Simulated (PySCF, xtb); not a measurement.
B(H)2(Et) (C₂H₇B), SMILES CCB.

GFN2-xTB in xtb 6.7.1 at its own geometry gives an orbital gap of 4.28 eV and a dipole moment of 0.65 D.

Geometry: PBE0-D3(BJ)/def2-TZVP. The geometry has at least one imaginary mode, so it is a saddle point at that level.

Question: What does M06-2X/def2-TZVPD in PySCF give? (The exact figures need the calculation; the answer reports its results.)

Answer: gap 9.67 eV (levels -10.06 and -0.38 eV), dipole 0.61 D.
